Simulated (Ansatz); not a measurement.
Relaxation of CH₆FNSSi₂ (12 atoms, charge 0, multiplicity 1), to a largest force component of 0.015 eV/Å in at most 40 steps.

Computed with RKS B3LYP/6-31G* (Ansatz 0.2.0).

```xyz
12
Properties=species:S:1:pos:R:3:forces:R:3
F -1.638 -0.310 1.921 0.44 0.73 -0.23
C -1.084 0.131 0.723 -0.39 -2.39 -0.78
S -1.575 1.696 0.144 -0.44 1.27 0.69
Si -0.738 -1.202 -0.553 -3.38 -2.98 -1.22
N 0.231 -0.408 0.470 1.76 1.66 3.37
Si 1.589 0.167 -0.319 2.48 1.17 0.62
H -1.310 2.349 1.315 0.04 0.18 -0.32
H -0.782 -2.627 -0.160 -0.43 -0.15 -0.48
H -0.657 -0.810 -1.938 -0.06 -0.06 -0.88
H 1.244 0.907 -1.523 -0.02 0.30 -0.61
H 2.330 1.049 0.612 0.30 0.22 -0.11
H 2.468 -0.996 -0.656 -0.30 0.03 -0.04
```

**Question.** Where does it end, and by what steps?

**Answer.** The run converged. After 34 steps the energy has fallen by 1.266 eV; H10 moved furthest, 1.85 Å.

| step | energy less start (eV) | largest force component (eV/Å) | accepted |
| --- | --- | --- | --- |
| 0 | 0.0000 | 3.385 | yes |
| 2 | -1.0095 | 0.577 | yes |
| 4 | -1.1213 | 0.445 | yes |
| 6 | -1.2079 | 0.254 | yes |
| 8 | -1.2216 | 0.160 | yes |
| 10 | -1.2293 | 0.336 | yes |
| 12 | -1.2328 | 0.086 | yes |
| 14 | -1.2341 | 0.032 | yes |
| 16 | -1.2354 | 0.079 | yes |
| 18 | -1.2380 | 0.111 | yes |
| 20 | -1.2434 | 0.125 | yes |
| 22 | -1.2441 | 0.111 | yes |
| 24 | -1.2485 | 0.228 | yes |
| 26 | -1.2559 | 0.099 | yes |
| 28 | -1.2611 | 0.172 | yes |
| 30 | -1.2651 | 0.030 | yes |
| 32 | -1.2659 | 0.030 | yes |
| 34 | -1.2660 | 0.008 | yes |

```xyz
12
Properties=species:S:1:pos:R:3
F -0.917 0.118 1.840
C -1.063 0.119 0.455
S -1.985 1.594 -0.070
Si -1.048 -1.500 -0.461
N 0.144 -0.263 -0.232
Si 1.779 0.323 -0.083
H -1.030 2.499 0.251
H -0.937 -2.755 0.316
H -1.615 -1.693 -1.815
H 1.741 1.806 0.015
H 2.484 -0.206 1.115
H 2.523 -0.096 -1.298
```

Whether the end is a true minimum wasn't checked by a vibrational analysis.

Time of the run: 62 s on 2 threads of AMD EPYC 9R45 96-Core Processor (Zen 5), with other jobs on the host, peak memory 0.31 GiB.
